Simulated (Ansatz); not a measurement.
A nudged elastic band was laid between two geometries of C2H7BrOSi (12 atoms, charge 0, multiplicity 1).

The calculation used RKS B3LYP/def2-SVP (Ansatz 0.2.0).

```json
{
  "movable images": "5",
  "climbing image": "yes",
  "spring": "5.0 eV/Å²",
  "optimiser": "quadratic models (default)",
  "start path": "through a guess of the saddle point",
  "force threshold": "0.05 eV/Å",
  "iteration limit": "60",
  "end points": "relaxed"
}
```

Image 0:

```xyz
12
Properties=species:S:1:pos:R:3
O -0.407 -0.541 1.952
C -0.739 0.558 1.104
Si 0.489 0.663 -0.348
C 0.409 -0.945 -1.350
Br -1.316 -1.108 -2.297
H 0.411 -0.324 2.418
H -1.749 0.362 0.707
H -0.808 1.515 1.658
H 0.243 1.837 -1.234
H 1.870 0.759 0.226
H 1.193 -1.014 -2.116
H 0.480 -1.817 -0.686
```

Image 6:

```xyz
12
Properties=species:S:1:pos:R:3
O -1.722 0.308 1.302
C -0.326 0.542 1.362
Si 0.507 0.735 -0.342
C 0.634 -0.945 -1.234
Br -1.114 -1.872 -1.339
H -1.874 -0.494 0.780
H -0.181 1.487 1.915
H 0.211 -0.230 1.954
H -0.258 1.676 -1.207
H 1.913 1.223 -0.177
H 0.981 -0.846 -2.272
H 1.305 -1.639 -0.709
```

Task: What changes between the two ends?

Result: No bond is made or broken. The dihedral H7–C2–Si3–H9 goes from 66 to -71°.

Task: What energy profile does the band end with?

Result: It converged. The highest image is number 3 of 0 to 6, 0.202 eV above the first end and 0.227 eV above the last; the last end lies 0.025 eV below the first. A vibrational analysis at the climbing image gives one clearly imaginary mode, 128i cm⁻¹: a first-order saddle point.

```tsv
image	path coordinate (Å)	energy (eV)	dihedral H7–C2–Si3–H9 (°)
0	0.00	0.000	66
1	0.91	0.047	43
2	1.82	0.149	19
3	2.73	0.202	-5
4	3.70	0.143	-29
5	4.67	0.026	-51
6	5.63	-0.025	-71
```

Task: What is the geometry of the highest image?

Result: 
```xyz
12
Properties=species:S:1:pos:R:3
O -1.146 -0.549 1.542
C -0.579 0.712 1.222
Si 0.386 0.776 -0.445
C 0.587 -0.965 -1.182
Br -1.113 -1.678 -1.877
H -0.435 -1.174 1.719
H -1.419 1.424 1.157
H 0.071 1.097 2.036
H -0.287 1.648 -1.449
H 1.769 1.306 -0.213
H 1.287 -0.956 -2.029
H 0.956 -1.696 -0.448
```

Task: What are the harmonic wavenumbers there?

Result: 128i, 59, 129, 170, 246, 352, 460, 543, 622, 640, 706, 759, 839, 872, 954, 1060, 1072, 1143, 1151, 1300, 1372, 1407, 1456, 2181, 2231, 2969, 3079, 3081, 3149, 3838 cm⁻¹.

Time of the run: 2.1 min on 2 threads of Intel(R) Xeon(R) Platinum 8375C CPU @ 2.90GHz (Ice Lake) (shared host), peak memory 0.35 GiB.
